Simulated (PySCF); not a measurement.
```xyz
3
charge 0 multiplicity 1, angstrom
As    0.1990    0.0000   -0.4634
S    -1.4130    0.0000    0.7314
F     1.5916    0.0000    0.6011
```

All numbers come from PySCF, PBE0, basis As def2-TZVP, S def2-TZVP, F def2-TZVP (no relativity, density fitting).

This geometry of AsSF is a stationary point at this level.

(1) What is the point group?

(2) Is it a minimum?

(3) Which band is strongest in the infrared?

(4) Give the atomic charges and bond orders.

(5) Give the ideal-gas entropy at 298.15 K and 1 bar by parts.

Answers

(1) Cs.

(2) Yes: all harmonic wavenumbers are real.

(3) 650 cm⁻¹ (a'), 125 km/mol.

(4) 
| atom | Mulliken | Löwdin | polar tensor | Mayer order to As1 |
| --- | --- | --- | --- | --- |
| As1 | 0.60 | 0.25 | 1.00 | – |
| S2 | -0.25 | -0.03 | -0.38 | 2.20 |
| F3 | -0.34 | -0.22 | -0.62 | 0.89 |

(5) translation 169.2, rotation 104.1, vibration 11.0, spin 0.0; total 284.2 J/(mol K).

This need not be the most stable arrangement of these atoms.
